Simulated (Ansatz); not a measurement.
input.yaml

```yaml
crystal:
  periodic: [false, false, false]
  atoms:
    - { symbol: O, position_ang: [-2.387333, 1.400002, 0.458412] }
    - { symbol: Sb, position_ang: [-1.207874, -0.142254, 0.992657] }
    - { symbol: Si, position_ang: [0.73622, 1.482049, 1.587811] }
    - { symbol: C, position_ang: [-0.461592, -0.53334, -1.021136] }
    - { symbol: Si, position_ang: [0.906662, -1.81467, -1.147186] }
    - { symbol: H, position_ang: [-3.304096, 1.15324, 0.626773] }
    - { symbol: H, position_ang: [1.919171, 1.254193, 0.700656] }
    - { symbol: H, position_ang: [1.167617, 1.295515, 3.00834] }
    - { symbol: H, position_ang: [0.227415, 2.874661, 1.402717] }
    - { symbol: H, position_ang: [-0.142911, 0.427542, -1.456503] }
    - { symbol: H, position_ang: [-1.335012, -0.884247, -1.594949] }
    - { symbol: H, position_ang: [0.436661, -3.125963, -0.598168] }
    - { symbol: H, position_ang: [2.108902, -1.393491, -0.361309] }
    - { symbol: H, position_ang: [1.32337, -2.022637, -2.569311] }
basis:
  gaussian: { orbitals: def2-SVP }
hamiltonian:
  xc: pbe0
phonons: {}
```

Run as:

```bash
$ ansatz run input.yaml --threads 2 --pin off --max-ram 3072MiB --backend cpu --events-out ev --progress --plain --runs-dir out
```

Hardware: 2 threads of Arm Neoverse V1, on a shared host.

Question: Roughly how long does this run take, and how much memory?

Answer: 5.7 min, with a peak of 0.38 GiB, for 0 ionic steps.
